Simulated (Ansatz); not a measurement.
Born–Oppenheimer molecular dynamics of CH7FGeS (11 atoms, charge 0, multiplicity 1). It starts at the highest image of a converged band, a first-order saddle point between two minima.

All numbers below come from Ansatz 0.2.0, RKS PBE-D4/def2-SVP.

```
ensemble                      : NVE (velocity Verlet)
time step                     : 0.5 fs
steps asked                   : 200
starting velocities drawn for : 300 K
seed                          : 8147
```

First frame:

```xyz
11
Properties=species:S:1:pos:R:3
Ge -0.105 -0.159 -0.758
F 1.645 0.984 -0.497
H 0.747 -0.702 -1.949
H -1.476 0.219 -1.399
C -0.134 -1.457 0.701
H 1.018 1.626 0.214
S -0.466 1.882 0.878
H -0.978 -1.258 1.387
H 0.818 -1.384 1.262
H -0.215 -2.479 0.279
H -0.854 2.727 -0.118
```

Problem. What does the run give?

Solution. The run went to its last step.

```yaml
steps_done: 200
time_covered: 100 fs
mean_temperature_over_the_second_half: 850 K
spread_of_the_potential_energy_over_the_second_half: 4.8 meV per atom
mean_potential_energy_of_the_second_half_above_the_start: -58.1 meV per atom
```

The conserved energy stayed within 0.069 meV per atom of its start (net change 0.022 meV per atom), so the integration is sound. The kinetic energy rose, since the run started high on the potential surface and went downhill. It ends in pieces (CH5FGe + H2S), so much of that is their flight and rotation, not heat. A run of 0.1 ps of so small a system gives no equilibrium averages. The orbitals stay closed-shell, which can raise the energy where a bond breaks towards radicals; this wasn't checked here.

Problem. What happens to the structure?

Solution. Between its relaxed ends the band would form Ge1–S7, F2–H6 and break Ge1–F2, H6–S7. These pairs go: Ge1–S7 2.64 → 4.43 Å, F2–H6 1.14 → 2.88 Å, Ge1–F2 2.11 → 1.74 Å, H6–S7 1.65 → 1.33 Å. In the last frame they stand as before the step (other bonds may differ from the relaxed reactants and products). It ends as CH5FGe + H2S. Pairs count as bonded within 1.25 times the sum of covalent radii (0.12 Å more for H–H). This is one draw of velocities; another would differ in detail.

Problem. How do temperature and energy run in time?

Solution. 
```json
{"time (fs)": "0.0", "T (K)": "300", "potential energy less start (eV)": "0.000", "conserved less start (meV/atom)": "0.00"}
{"time (fs)": "3.0", "T (K)": "238", "potential energy less start (eV)": "0.073", "conserved less start (meV/atom)": "0.06"}
{"time (fs)": "6.0", "T (K)": "214", "potential energy less start (eV)": "0.100", "conserved less start (meV/atom)": "0.03"}
{"time (fs)": "9.0", "T (K)": "189", "potential energy less start (eV)": "0.130", "conserved less start (meV/atom)": "0.07"}
{"time (fs)": "12.0", "T (K)": "258", "potential energy less start (eV)": "0.049", "conserved less start (meV/atom)": "0.03"}
{"time (fs)": "15.0", "T (K)": "315", "potential energy less start (eV)": "-0.017", "conserved less start (meV/atom)": "0.04"}
{"time (fs)": "18.0", "T (K)": "385", "potential energy less start (eV)": "-0.098", "conserved less start (meV/atom)": "0.05"}
{"time (fs)": "21.0", "T (K)": "498", "potential energy less start (eV)": "-0.230", "conserved less start (meV/atom)": "0.03"}
{"time (fs)": "24.0", "T (K)": "598", "potential energy less start (eV)": "-0.346", "conserved less start (meV/atom)": "0.03"}
{"time (fs)": "27.0", "T (K)": "664", "potential energy less start (eV)": "-0.424", "conserved less start (meV/atom)": "0.01"}
{"time (fs)": "30.0", "T (K)": "653", "potential energy less start (eV)": "-0.410", "conserved less start (meV/atom)": "0.04"}
{"time (fs)": "33.0", "T (K)": "643", "potential energy less start (eV)": "-0.399", "conserved less start (meV/atom)": "0.02"}
{"time (fs)": "36.0", "T (K)": "600", "potential energy less start (eV)": "-0.348", "conserved less start (meV/atom)": "0.04"}
{"time (fs)": "39.0", "T (K)": "607", "potential energy less start (eV)": "-0.357", "conserved less start (meV/atom)": "0.04"}
{"time (fs)": "42.0", "T (K)": "682", "potential energy less start (eV)": "-0.444", "conserved less start (meV/atom)": "0.04"}
{"time (fs)": "45.0", "T (K)": "795", "potential energy less start (eV)": "-0.576", "conserved less start (meV/atom)": "0.03"}
{"time (fs)": "48.0", "T (K)": "897", "potential energy less start (eV)": "-0.695", "conserved less start (meV/atom)": "0.00"}
{"time (fs)": "51.0", "T (K)": "879", "potential energy less start (eV)": "-0.673", "conserved less start (meV/atom)": "0.03"}
{"time (fs)": "54.0", "T (K)": "839", "potential energy less start (eV)": "-0.627", "conserved less start (meV/atom)": "0.03"}
{"time (fs)": "57.0", "T (K)": "810", "potential energy less start (eV)": "-0.593", "conserved less start (meV/atom)": "0.04"}
{"time (fs)": "60.0", "T (K)": "801", "potential energy less start (eV)": "-0.582", "conserved less start (meV/atom)": "0.02"}
{"time (fs)": "63.0", "T (K)": "762", "potential energy less start (eV)": "-0.536", "conserved less start (meV/atom)": "0.05"}
{"time (fs)": "66.0", "T (K)": "778", "potential energy less start (eV)": "-0.556", "conserved less start (meV/atom)": "0.02"}
{"time (fs)": "69.0", "T (K)": "807", "potential energy less start (eV)": "-0.589", "conserved less start (meV/atom)": "0.04"}
{"time (fs)": "72.0", "T (K)": "876", "potential energy less start (eV)": "-0.670", "conserved less start (meV/atom)": "0.02"}
{"time (fs)": "75.0", "T (K)": "892", "potential energy less start (eV)": "-0.689", "conserved less start (meV/atom)": "0.02"}
{"time (fs)": "78.0", "T (K)": "874", "potential energy less start (eV)": "-0.667", "conserved less start (meV/atom)": "0.04"}
{"time (fs)": "81.0", "T (K)": "901", "potential energy less start (eV)": "-0.699", "conserved less start (meV/atom)": "0.03"}
{"time (fs)": "84.0", "T (K)": "912", "potential energy less start (eV)": "-0.712", "conserved less start (meV/atom)": "0.03"}
{"time (fs)": "87.0", "T (K)": "897", "potential energy less start (eV)": "-0.695", "conserved less start (meV/atom)": "0.01"}
{"time (fs)": "90.0", "T (K)": "840", "potential energy less start (eV)": "-0.627", "conserved less start (meV/atom)": "0.04"}
{"time (fs)": "93.0", "T (K)": "827", "potential energy less start (eV)": "-0.613", "conserved less start (meV/atom)": "0.04"}
{"time (fs)": "96.0", "T (K)": "861", "potential energy less start (eV)": "-0.653", "conserved less start (meV/atom)": "0.03"}
{"time (fs)": "99.0", "T (K)": "895", "potential energy less start (eV)": "-0.692", "conserved less start (meV/atom)": "0.01"}
```

The run took 5.2 min on 2 threads of Intel(R) Xeon(R) Platinum 8488C (Sapphire Rapids), with other jobs on the host, peak memory 0.18 GiB.
